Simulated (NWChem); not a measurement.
System: CH2NO cation; SMILES [NH2+]=C=O

The following NWChem deck was run.

```
start job
memory heap 200 mb stack 900 mb global 1100 mb
charge 1
geometry units angstroms noautoz
  N      0.000000     0.000000     1.120782
  C      0.000000     0.000000    -0.148030
  O      0.000000     0.000000    -1.275212
  H      0.000000     0.885860     1.642452
  H      0.000000    -0.885860     1.642452
end
basis spherical
  * library 6-31g*
end
dft
  xc xwpbe 1.00 cpbe96 1.0 hfexch 1.00
  cam 0.4 cam_alpha 0.0 cam_beta 1.0
  iterations 150
  mulliken
end
task dft energy
```

Output (shortened):

```
             Northwest Computational Chemistry Package (NWChem) 7.3.0
             --------------------------------------------------------

 C2V symmetry detected

                             Geometry "geometry" -> ""
                             -------------------------

 Output coordinates in angstroms (scale by  1.889725989 to convert to a.u.)

  No.       Tag          Charge          X              Y              Z
 ---- ---------------- ---------- -------------- -------------- --------------
    1 N                    7.0000     0.00000000     0.00000000     1.11902104
    2 C                    6.0000     0.00000000     0.00000000    -0.14979096
    3 O                    8.0000     0.00000000     0.00000000    -1.27697296
    4 H                    1.0000     0.00000000     0.88586000     1.64069104
    5 H                    1.0000     0.00000000    -0.88586000     1.64069104

 Effective nuclear repulsion energy (a.u.)      65.8799603648

      Symmetry information
      --------------------

 Group name             C2v
 Group number             16
 Group order               4
 No. of unique centers     4

  pbe96 is a nonlocal functional; adding pw91lda local functional.

                                 NWChem DFT Module
                                 -----------------

 Summary of "ao basis" -> "ao basis" (spherical)
 ------------------------------------------------------------------------------
       Tag                 Description            Shells   Functions and Types
 ---------------- ------------------------------  ------  ---------------------
 N                           6-31g*                  6       14   3s2p1d
 C                           6-31g*                  6       14   3s2p1d
 O                           6-31g*                  6       14   3s2p1d
 H                           6-31g*                  2        2   2s

      Symmetry analysis of basis
      --------------------------

        a1         23
        a2          3
        b1          9
        b2         11

            General Information
            -------------------
          SCF calculation type: DFT
          Wavefunction type:  closed shell.
          No. of atoms     :     5
          No. of electrons :    22
           Alpha electrons :    11
            Beta electrons :    11
          Charge           :     1
          Spin multiplicity:     1
          Use of symmetry is: on ; symmetry adaption is: on
          Maximum number of iterations: 150
          AO basis - number of functions:    46
                     number of shells:    22
          Convergence on energy requested:  1.00D-06
          Convergence on density requested:  1.00D-05
          Convergence on gradient requested:  5.00D-04

              XC Information
              --------------
                     Hartree-Fock (Exact) Exchange  1.000
                     LC-wPBE(h)Exchange Functional  1.000
            Perdew 1991 LDA Correlation Functional  1.000 local
           PerdewBurkeErnz. Correlation Functional  1.000 non-local

           Range-Separation Parameters
           ---------------------------
           Alpha           :  0.00
           Beta            :  1.00
           Gamma           :  0.40
           Short-Range HF  :     F

             Grid Information
             ----------------
          Grid used for XC integration:  medium
          Radial quadrature: Mura-Knowles
          Angular quadrature: Lebedev.
          Tag              B.-S. Rad. Rad. Pts. Rad. Cut. Ang. Pts.
          ---              ---------- --------- --------- ---------
          N                   0.65       49           7.0       434
          C                   0.70       49           7.0       434
          O                   0.60       49           8.0       434
          H                   0.35       45           8.0       434
          Grid pruning is: on
          Number of quadrature shells:   192
          Spatial weights used:  Erf1

      Superposition of Atomic Density Guess
      -------------------------------------

 Sum of atomic energies:        -167.70480970

 Renormalizing density from      23.00 to     22

      Non-variational initial energy
      ------------------------------

 Total energy =    -164.170035
 1-e energy   =    -342.611219
 2-e energy   =     112.561224
 HOMO         =      -0.793608
 LUMO         =      -0.377241

      Symmetry analysis of molecular orbitals - initial
      -------------------------------------------------

  Numbering of irreducible representations:

     1 a1          2 a2          3 b1          4 b2

  Orbital symmetries:

     1 a1          2 a1          3 a1          4 a1          5 a1
     6 a1          7 b2          8 a1          9 b1         10 b2
    11 b1         12 b2         13 b1         14 a1         15 a1
    16 b2         17 a1         18 b1         19 b2         20 a1
    21 a1

     ---------------------------------------------
      Total Density - Mulliken Population Analysis
     ---------------------------------------------

    Atom       Charge   Shell Charges
 -----------   ------   -------------------------------------------------------
    1 N    7     7.90   2.00  0.85  2.81  0.78  1.44  0.02
    2 C    6     4.66   2.00  0.73  1.45  0.21  0.17  0.11
    3 O    8     8.64   2.00  1.03  3.30  0.88  1.40  0.03
    4 H    1     0.40   0.33  0.06
    5 H    1     0.40   0.33  0.06

   convergence    iter        energy       DeltaE   RMS-Dens  Diis-err
 ---------------- ----- ----------------- --------- --------- ---------
 d= 0,ls=0.0,diis     1   -168.6502611563 -2.35D+02  2.83D-02  1.90D+00
 d= 0,ls=0.0,diis     2   -168.5249399680  1.25D-01  1.71D-02  3.52D+00
 d= 0,ls=0.0,diis     3   -168.8296139231 -3.05D-01  2.55D-03  4.65D-02
 d= 0,ls=0.0,diis     4   -168.8339602794 -4.35D-03  9.56D-04  7.53D-03
 d= 0,ls=0.0,diis     5   -168.8347502123 -7.90D-04  2.54D-04  2.08D-04
  Resetting Diis
 d= 0,ls=0.0,diis     6   -168.8347865029 -3.63D-05  1.28D-04  1.69D-05
 d= 0,ls=0.0,diis     7   -168.8347920113 -5.51D-06  2.39D-05  1.08D-06
 d= 0,ls=0.0,diis     8   -168.8347923715 -3.60D-07  1.11D-05  2.76D-07
 d= 0,ls=0.0,diis     9   -168.8347924510 -7.94D-08  1.01D-05  1.37D-07
 d= 0,ls=0.0,diis    10   -168.8347924875 -3.65D-08  1.51D-06  9.76D-09

         Total DFT energy =     -168.834792487469
      One electron energy =     -352.579220039496
           Coulomb energy =      139.048232997194
    Exchange-Corr. energy =      -21.183765809958
 Nuclear repulsion energy =       65.879960364791

 Numeric. integr. density =       22.000000695287

                  Occupations of the irreducible representations
                  ----------------------------------------------

                     irrep           alpha         beta
                     --------     --------     --------
                     a1                7.0          7.0
                     a2                0.0          0.0
                     b1                2.0          2.0
                     b2                2.0          2.0

                       DFT Final Molecular Orbital Analysis
                       ------------------------------------

 Vector    9  Occ=2.000000D+00  E=-9.092249D-01  Symmetry=b1
              MO Center= -3.0D-16, -1.5D-16, -4.4D-01, r^2= 1.3D+00
   Bfn.  Coefficient  Atom+Function         Bfn.  Coefficient  Atom+Function
  ----- ------------  ---------------      ----- ------------  ---------------
    31      0.446741  3 O  px                17      0.411088  2 C  px
     3      0.254951  1 N  px                35      0.231716  3 O  px
     7      0.145557  1 N  px                21      0.126459  2 C  px
    41     -0.036775  3 O  d  1

 Vector   10  Occ=2.000000D+00  E=-8.541840D-01  Symmetry=b2
              MO Center= -9.2D-17,  7.0D-16, -5.6D-01, r^2= 1.6D+00
   Bfn.  Coefficient  Atom+Function         Bfn.  Coefficient  Atom+Function
  ----- ------------  ---------------      ----- ------------  ---------------
    32      0.525286  3 O  py                18      0.317305  2 C  py
    36      0.282363  3 O  py                 4     -0.218416  1 N  py
     8     -0.156137  1 N  py                22      0.133086  2 C  py
    43     -0.113794  4 H  s                 45      0.113794  5 H  s
    25     -0.045341  2 C  d -1              44     -0.038649  4 H  s

 Vector   11  Occ=2.000000D+00  E=-7.329169D-01  Symmetry=b1
              MO Center= -7.9D-17,  8.4D-17,  3.3D-01, r^2= 1.9D+00
   Bfn.  Coefficient  Atom+Function         Bfn.  Coefficient  Atom+Function
  ----- ------------  ---------------      ----- ------------  ---------------
     3      0.527790  1 N  px                31     -0.400008  3 O  px
     7      0.389331  1 N  px                35     -0.252781  3 O  px
    27     -0.062063  2 C  d  1              17      0.047567  2 C  px

 Vector   12  Occ=0.000000D+00  E=-2.173403D-01  Symmetry=b2
              MO Center= -5.7D-17, -1.1D-15, -1.6D-01, r^2= 1.9D+00
   Bfn.  Coefficient  Atom+Function         Bfn.  Coefficient  Atom+Function
  ----- ------------  ---------------      ----- ------------  ---------------
    18      0.565452  2 C  py                22      0.465281  2 C  py
    32     -0.429402  3 O  py                36     -0.408478  3 O  py
    44     -0.315716  4 H  s                 46      0.315716  5 H  s
    43     -0.154871  4 H  s                 45      0.154871  5 H  s
     8      0.106057  1 N  py                11     -0.057024  1 N  d -1

 Vector   13  Occ=0.000000D+00  E=-1.413161D-01  Symmetry=b1
              MO Center=  1.3D-15, -1.9D-16, -1.3D-01, r^2= 1.6D+00
   Bfn.  Coefficient  Atom+Function         Bfn.  Coefficient  Atom+Function
  ----- ------------  ---------------      ----- ------------  ---------------
    17      0.616731  2 C  px                21      0.596101  2 C  px
     7     -0.410587  1 N  px                35     -0.411243  3 O  px
    31     -0.393285  3 O  px                 3     -0.326610  1 N  px
    13      0.042152  1 N  d  1

 Vector   14  Occ=0.000000D+00  E=-9.792638D-02  Symmetry=a1
              MO Center= -2.1D-16,  9.0D-15,  1.1D+00, r^2= 3.2D+00
   Bfn.  Coefficient  Atom+Function         Bfn.  Coefficient  Atom+Function
  ----- ------------  ---------------      ----- ------------  ---------------
     6      1.342387  1 N  s                 20     -1.083579  2 C  s
    44     -0.846697  4 H  s                 46     -0.846697  5 H  s
    34      0.591888  3 O  s                  2      0.300233  1 N  s
    37      0.287063  3 O  pz                23      0.235430  2 C  pz
    33      0.169740  3 O  pz                 1     -0.131210  1 N  s

     ---------------------------------------------
      Total Density - Mulliken Population Analysis
     ---------------------------------------------

    Atom       Charge   Shell Charges
 -----------   ------   -------------------------------------------------------
    1 N    7     7.72   2.00  0.74  2.63  0.84  1.49  0.02
    2 C    6     5.21   2.00  0.72  1.93  0.16  0.30  0.11
    3 O    8     8.06   2.00  0.95  2.83  0.91  1.34  0.04
    4 H    1     0.50   0.45  0.05
    5 H    1     0.50   0.45  0.05

     -------------------------------------------
      Total Density - Lowdin Population Analysis
     -------------------------------------------

    Atom       Charge   Shell Charges
 -----------   ------   -------------------------------------------------------
    1 N    7     7.24   1.99  0.64  2.44  0.50  1.62  0.06
    2 C    6     5.65   1.98  0.53  1.68  0.33  0.89  0.24
    3 O    8     7.83   1.99  0.85  2.65  0.67  1.59  0.08
    4 H    1     0.64   0.42  0.22
    5 H    1     0.64   0.42  0.22

     Multipole analysis of the density
     ---------------------------------

     L   x y z        total         alpha         beta         nuclear
     -   - - -        -----         -----         ----         -------
     0   0 0 0      1.000000    -11.000000    -11.000000     23.000000

     1   1 0 0     -0.000000     -0.000000     -0.000000      0.000000
     1   0 1 0      0.000000      0.000000      0.000000      0.000000
     1   0 0 1      1.538297      0.769149      0.769149     -0.000000

     2   2 0 0    -11.473771     -5.736886     -5.736886      0.000000
     2   1 1 0     -0.000000     -0.000000     -0.000000      0.000000
     2   1 0 1      0.000000      0.000000      0.000000      0.000000
     2   0 2 0     -8.161829     -6.883300     -6.883300      5.604771
     2   0 1 1     -0.000000     -0.000000     -0.000000      0.000000
     2   0 0 2     -5.261799    -51.427876    -51.427876     97.593953
```

Level: LC-wPBE (HJS exchange hole, range parameter 0.4 per bohr)/6-31G* (spherical d). Coordinates come from a PBE0/def2-SVP optimisation.
